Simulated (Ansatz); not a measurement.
Consider the ligand exchange at the Si–C bond: `C[CH]([SiH3])[GeH3]` + `NCS` → `NCS[SiH3]` + `C[CH2][GeH3]`.

Computed with Ansatz on PBE0-D4/def2-TZVP structures; ΔE is electronic, products minus reactants. CCSD(T)/CBS adds triple-zeta CCSD(T) − MP2 to the extrapolated MP2 energy (def2 sets, frozen cores). Functionals use def2-TZVPP. For Ge outer-core shells are correlated without core-valence functions, which leaves a few kJ/mol of doubt a bond. Scalar relativity is left out up to krypton. One conformer a species, not always the lowest.

Task: Is it downhill or uphill in electronic energy at CCSD(T)/CBS, and by how much? (Estimate.)

Result: Computed: Downhill: ΔE = -13.1 kcal/mol.

Task: What do these levels give: r2SCAN-D4, B2PLYP, PBE, SCS-MP2/def2-QZVPP, HF/CBS(def2), CCSD/CBS(def2)? (An estimate is asked.)

Result: Computed: r2SCAN-D4 -14.5, B2PLYP -14.4, PBE -14.9, SCS-MP2/def2-QZVPP -13.5, HF/CBS(def2) -15.2, CCSD/CBS(def2) -13.2 kcal/mol.

Largest T1 diagnostic among the species: 0.011.

The D4 term adds +1.1 kcal/mol with B3LYP and +0.6 kcal/mol with PBE0; it sums over pairs of atoms, weighted by their polarisabilities, and B3LYP, whose exchange is more repulsive, gets the larger term. In def2-TZVPP, CCSD(T) changes the Hartree–Fock value by +2.6 kcal/mol (the triples alone add +0.1 kcal/mol) and MP2 by +2.1 kcal/mol.

B3LYP here is the variant with VWN-RPA as its local correlation; programs differ in this.
